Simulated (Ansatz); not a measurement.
Reaction (ligand exchange at the Si–O bond): `O[SiH2]O[SiH]1C=C1` + `F[Si](S)(Cl)Cl` → `O[SiH2]S[Si](F)(Cl)Cl` + `O[SiH]1C=C1`

Computed with Ansatz on PBE0-D4/def2-TZVP structures; ΔE is electronic, products minus reactants. CCSD(T)/CBS is the MP2 limit (def2-TZVPP, def2-QZVPP) plus CCSD(T) − MP2 in def2-TZVPP, frozen cores. This one scheme is used for every species. DFT in def2-TZVPP. One conformer a species, not always the lowest.

`O[SiH2]O[SiH]1C=C1`:

Z-matrix (Å, degrees):
```
Si
O 1 1.632
O 1 1.638 2 112.0
H 1 1.479 2 110.3 3 116.6
H 1 1.482 2 106.2 3 -121.3
Si 2 1.630 1 145.8 3 -77.8
H 3 0.958 1 118.2 2 -69.6
C 6 1.785 2 122.0 1 -174.4
C 6 1.787 2 122.6 1 132.7
H 6 1.476 2 108.3 1 -21.3
H 8 1.084 6 158.2 2 71.0
H 9 1.084 6 158.4 2 -72.3
```

`F[Si](S)(Cl)Cl`:

Cartesian coordinates in Å:
```
F 0.611 1.626 -0.137
Si 0.101 0.214 0.359
S -1.269 -0.630 -0.990
Cl -0.864 0.467 2.117
Cl 1.762 -0.921 0.608
H -0.341 -0.755 -1.957
```

`O[SiH2]S[Si](F)(Cl)Cl`:

```xyz
10

O    -2.230   -0.263    0.167
Si   -1.147   -0.147   -1.049
S     0.645   -1.306   -0.686
Si    1.518   -0.009    0.701
F     0.392    0.557    1.677
Cl    2.874   -1.008    1.817
Cl    2.397    1.618   -0.128
H    -1.965    0.075    1.026
H    -1.758   -0.772   -2.238
H    -0.727    1.254   -1.287
```

`O[SiH]1C=C1`:

Z-matrix (Å, degrees):
```
Si
C 1 1.791
C 1 1.791 2 44.2
O 1 1.640 2 125.2 3 -106.6
H 1 1.472 2 124.2 3 106.0
H 2 1.085 1 158.8 3 177.9
H 3 1.085 1 158.8 2 -177.8
H 4 0.959 1 117.0 2 27.4
```

(1) Is it downhill or uphill in electronic energy at CCSD(T)/CBS, and by how much? (An estimate is asked.)

(2) What do these levels give: r2SCAN-D4, PBE0-D4, ωB97X-V, r2SCAN, MP2/def2-TZVPP, CCSD/def2-TZVPP? (An estimate is asked.)

Largest T1 diagnostic among the species: 0.012.

## Answers

(1) Computed: Uphill: ΔE = +0.47 eV.

(2) Ansatz gave: r2SCAN-D4 0.42, PBE0-D4 0.35, ωB97X-V 0.46, r2SCAN 0.43, MP2/def2-TZVPP 0.45, CCSD/def2-TZVPP 0.56 eV.

The D4 term adds −0.09 eV with B3LYP and −0.05 eV with PBE0; it sums over pairs of atoms, weighted by their polarisabilities, and B3LYP, whose exchange is more repulsive, gets the larger term. In def2-TZVPP, CCSD(T) changes the Hartree–Fock value by −0.24 eV (the triples alone add −0.05 eV) and MP2 by −0.29 eV.

B3LYP here is the variant with VWN-RPA as its local correlation; programs differ in this.
